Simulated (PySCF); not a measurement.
Mo(NH)2(Cl)2 (Cl2H2MoN2), SMILES [NH]=[Mo]([Cl])(=[NH])[Cl], multiplicity 1.

Geometry optimised at PBE0-D3(BJ)/def2-SVP. The spin state was assumed, not searched. The structure was generated by enumeration; whether it is a known compound was not checked. The def2 effective core potentials stand for the cores of Mo; spin–orbit coupling is left out.

These are PySCF 2.14.0 with TDDFT-PBE/def2-SVPD values and carry that method's errors.

Vertical excitations.  State labels are in the subgroup C2v.

Computed lowest excited states:
```tsv
state	symmetry	energy (eV)	λ (nm)	f	main pairs
S1	B2	3.72	334	0.005	HOMO→LUMO 95 %
S2	A2	3.95	314	0.000	HOMO−1→LUMO 100 %
S3	B1	4.12	301	0.015	HOMO−2→LUMO 87 %
S4	B1	4.41	281	0.011	HOMO→LUMO+1 88 %
S5	A2	4.62	269	0.000	HOMO→LUMO+2 98 %
S6	A1	4.63	268	0.000	HOMO−3→LUMO 58 %, HOMO−1→LUMO+1 41 %
S7	B2	4.74	261	0.000	HOMO−2→LUMO+1 66 %, HOMO−1→LUMO+2 20 %, HOMO→LUMO+3 11 %
S8	A1	4.79	259	0.007	HOMO−2→LUMO+2 41 %, HOMO−1→LUMO+1 33 %, HOMO−3→LUMO 24 %
S9	B2	4.86	255	0.001	HOMO−5→LUMO 46 %, HOMO→LUMO+3 27 %, HOMO−1→LUMO+2 26 %
S10	B2	4.91	252	0.002	HOMO−5→LUMO 45 %, HOMO−1→LUMO+2 33 %, HOMO→LUMO+3 12 %, HOMO−2→LUMO+1 9 %
T1	B2	3.35	370	0	HOMO→LUMO 96 %
T2	B1	3.74	332	0	HOMO−2→LUMO 94 %
T3	A2	3.75	331	0	HOMO−1→LUMO 99 %
T4	B1	4.06	305	0	HOMO→LUMO+1 91 %
```
Triplets are in the Tamm–Dancoff approximation, which puts them higher than full response would, so one can lie above its singlet here.
